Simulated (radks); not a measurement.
All-electron atom: Sm2+ in [Xe] 4f6. All-electron calculation, Dirac Kohn-Sham, PBE, spin-unpolarised, spherical densities, finite nucleus; open shells are shared between the two j in proportion to 2j + 1; Fermi nuclear charge, rms radius 5.0819 fm. Program: a radial shooting solver on a logarithmic mesh with Libxc functionals.

Normalised radial functions P(r) = r R(r) (large component), r in bohr:

r,4d3/2,4d5/2,6s1/2
0.001726,0.0001,0.0000,0.0233
0.002009,0.0001,0.0000,0.0261
0.002339,0.0001,0.0001,0.0293
0.002701,0.0002,0.0001,0.0324
0.003145,0.0002,0.0001,0.0360
0.003661,0.0004,0.0002,0.0397
0.004262,0.0005,0.0003,0.0435
0.004961,0.0008,0.0005,0.0473
0.005776,0.0012,0.0008,0.0509
0.006724,0.0017,0.0012,0.0541
0.007828,0.0025,0.0019,0.0567
0.009113,0.0038,0.0029,0.0584
0.01061,0.0056,0.0044,0.0587
0.01235,0.0082,0.0067,0.0571
0.01438,0.0121,0.0100,0.0533
0.01674,0.0177,0.0150,0.0466
0.01949,0.0259,0.0223,0.0367
0.02268,0.0375,0.0329,0.0233
0.02641,0.0539,0.0480,0.0063
0.0305,0.0753,0.0679,-0.0125
0.03551,0.1059,0.0966,-0.0344
0.04133,0.1469,0.1355,-0.0565
0.04812,0.2003,0.1867,-0.0760
0.05602,0.2679,0.2519,-0.0897
0.06521,0.3499,0.3318,-0.0937
0.07592,0.4446,0.4251,-0.0844
0.08838,0.5467,0.5269,-0.0599
0.1029,0.6465,0.6279,-0.0206
0.1198,0.7288,0.7137,0.0290
0.1394,0.7735,0.7645,0.0801
0.1623,0.7579,0.7573,0.1204
0.189,0.6601,0.6701,0.1363
0.22,0.4664,0.4876,0.1174
0.2561,0.1779,0.2095,0.0611
0.2982,-0.1836,-0.1447,-0.0230
0.3444,-0.5546,-0.5132,-0.1088
0.4009,-0.9207,-0.8824,-0.1780
0.4667,-1.2010,-1.1713,-0.1981
0.5433,-1.3476,-1.3305,-0.1532
0.6325,-1.3429,-1.3396,-0.0484
0.7363,-1.2050,-1.2136,0.0901
0.8572,-0.9792,-0.9957,0.2223
0.9979,-0.7215,-0.7410,0.3074
1.162,-0.4809,-0.4994,0.3157
1.352,-0.2883,-0.3031,0.2366
1.574,-0.1539,-0.1640,0.0811
1.833,-0.0722,-0.0781,-0.1210
2.134,-0.0293,-0.0322,-0.3283
2.484,-0.0101,-0.0113,-0.4998
2.892,-0.0029,-0.0033,-0.6040
3.367,-0.0007,-0.0008,-0.6248
3.888,-0.0001,-0.0002,-0.5688
4.526,0.0000,0.0000,-0.4520
5.269,0.0000,0.0000,-0.3129
6.134,0.0000,0.0000,-0.1873
7.141,0.0000,0.0000,-0.0957
8.314,0.0000,0.0000,-0.0410
9.679,0.0000,0.0000,-0.0143
11.27,0.0000,0.0000,-0.0040

4d3/2: eigenvalue -144.68 eV, 1 radial node at r = 0.277 bohr, <r> = 0.665 bohr, 90 % of the charge inside 1.00 bohr. 4d5/2: eigenvalue -139.89 eV, 1 radial node at r = 0.281 bohr, <r> = 0.675 bohr, 90 % of the charge inside 1.02 bohr. 6s1/2 (empty): eigenvalue -13.772 eV, 5 radial nodes at r = 0.0278, 0.110, 0.287, 0.668, 1.68 bohr, <r> = 3.56 bohr, 90 % of the charge inside 5.08 bohr.
